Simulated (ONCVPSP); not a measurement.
## What the settings do to the ONCV potential of nickel (Ni)

Base potential:

Ni (Z = 28), optimised norm-conserving Vanderbilt (ONCV), made with ONCVPSP 4.0.1 (BLYP, scalar-relativistic). Core [Ar], reference 3d8 4s1.75 (charge +0.25). Waves: 4s: rc 2.40 bohr, ncon 4, nbas 8, qcut 2.4 1/bohr, 1 projector; p scattering state at 0.16 Ha: rc 2.40 bohr, ncon 5, nbas 9, qcut 3 1/bohr, 2 projectors, debl 3.5 Ha; 3d: rc 0.80 bohr, ncon 4, nbas 8, qcut 11.4 1/bohr, 1 projector. Local part: polynomial inside 0.70 bohr (lpopt 5, dvloc0 6 Ha). Core correction: polynomial model core, fcfact 0.7.

In the p channel the program set the typed energies aside and used 0.050, 3.550 Ha.

All-electron outer shells of the reference configuration (BLYP, scalar-relativistic, ld1.x):

```tsv
shell	level (eV)	outermost node (bohr)	outermost maximum (bohr)
3p	-73.33	0.27	0.65
3d	-10.90	–	0.63
4s	-7.41	0.92	2.18
```

Cutoffs, loose and tight: the cutoffs (Ha) at which the residual kinetic energy of the hardest occupied pseudo-wave falls to 1 and 0.1 mHa per electron. They do not see the model core or the augmentation charge, which bear on the density cutoff. Test errors are all-electron minus pseudo excitation energies from the reference, over the configurations 3d8 4s2; 3d8 4s1; 3d8 4s0; 3d8 4s0 4p1. A dash means not determined; rows that change the core or the reference have their own tests.

1 further variants are left out, since the program set their typed debl aside.

A true bound ghost makes a file unfit for plane-wave use even where its test errors are small: the radial tests pick states by their node count and pass the ghost by.

| change | outcome | cutoff, loose | cutoff, tight | bound ghosts | GHOST(+) flags above zero | largest test error (meV) |
| --- | --- | --- | --- | --- | --- | --- |
| base | generated, projector energies reset by the program | 357 Ha | 452 Ha | s | p | -50 |
| core [Ne], valence charge 18; reference 3s2 3p6 3d8 4s1.75 4p0.25; waves now 3s+4s: rc 1.40 bohr, ncon 4, nbas 7, qcut 10.5 1/bohr, 2 projectors; 3p+4p: rc 1.50 bohr, ncon 4, nbas 7, qcut 10.1 1/bohr, 2 projectors; 3d: rc 1.55 bohr, ncon 4, nbas 9, qcut 12.3 1/bohr, 2 projectors, debl 0.4 Ha; local potential polynomial inside 1.05 bohr (lpopt 5, dvloc0 2 Ha) | generated | 51 Ha | 58 Ha | none | none | +0.1 over the solved tests; 2 of 4 tests not solved or not reliable |
| p: qcut 4.2 | generated, projector energies reset by the program | 357 Ha | 452 Ha | s | p | -50 |
| local potential polynomial inside 0.70 bohr (lpopt 5, dvloc0 9.5 Ha) | generated, projector energies reset by the program | 357 Ha | 452 Ha | s | p | -50 |
| p: qcut 3.1 | generated, projector energies reset by the program | 357 Ha | 452 Ha | s | p | -50 |
| core correction Teter function fitted to the true core (icmod 2), fcfact 0.7 | generated, projector energies reset by the program | 357 Ha | 452 Ha | s | p | -18 |
| d: nproj 3 | generated, projector energies reset by the program | 357 Ha | 452 Ha | s | p, d | -50 |

(1) What comes out with this change to the base: s: rc 1.9?

Answers

(1) outcome: generated, projector energies reset by the program; cutoff, loose: 357 Ha; cutoff, tight: 452 Ha; bound ghosts: s; GHOST(+) flags above zero: p; largest test error (meV): -36.
